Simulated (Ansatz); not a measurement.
Reaction (formal exchange of groups at a C–In bond): `[CH3][In]([F])[I]` + `BO[SiH3]` → `BO[SiH2]C` + `[F][InH][I]`

Calculated with Ansatz (gas phase, PBE0-D4/def2-TZVP geometries, no zero-point term in ΔE). CCSD(T)/CBS is the MP2 limit (def2-TZVPP, def2-QZVPP) plus CCSD(T) − MP2 in def2-TZVPP, frozen cores. def2 core potentials past Kr. For I, In outer-core shells are correlated without core-valence functions, which leaves a few kJ/mol of doubt a bond. One conformer a species, not always the lowest.

```
            species  MP2/def2-QZVPP energy (Eh)
`[CH3][In]([F])[I]`                  -626.69285
         `BO[SiH3]`                  -392.03474
        `BO[SiH2]C`                  -431.28913
      `[F][InH][I]`                  -587.44088
```

Work out ΔE.

ΔE = (-431.28913) + (-587.44088) − (-626.69285) − (-392.03474) = -0.00242 Eh = -0.07 eV. CCSD(T)/CBS gives -0.12 eV.

Largest T1 diagnostic among the species: 0.014.

Leaving LDA and LC-ωPBE aside and taking each functional with its dispersion term where it has one, the values, not all of them listed here, spread over 0.19 eV, from B97M-V to B2PLYP. LDA lies −0.08 eV from PBE without D4. From BLYP to BHLYP (50 % exact exchange), in def2-TZVPP and without D4, ΔE moves by −0.07 eV. In def2-TZVPP, CCSD(T) changes the Hartree–Fock value by +0.08 eV (the triples alone add +0.01 eV) and MP2 by +0.12 eV.
